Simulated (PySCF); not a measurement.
All values below come from r2SCAN-D4/def2-TZVP (PySCF). Isolated molecules, 0 K electronic values unless said otherwise. One relaxed conformer stands for a flexible species; it need not be the lowest. 

Reference species (SMILES): `[OH][Ge]([OH])([F])[F]` (H–O–Ge–F torsion -85°, F–Ge–O–H torsion 30°) (neutral, multiplicity 1).

The HOMO is -8.78 eV and the HOMO–LUMO gap comes out as 7.29 eV. The LUMO is -1.49 eV.

Changed species: `[OH][Ge]([OH])([OH])[F]` (3 of 4 F replaced by OH; the reference has 2 of 4 F replaced by OH).

Question: Give the shifts of the HOMO, HOMO–LUMO gap and LUMO.

Answer: the HOMO rises by 0.42 eV, to -8.36 eV; the HOMO–LUMO gap drops by 0.03 eV, to 7.26 eV; the LUMO increases by 0.39 eV, to -1.10 eV.
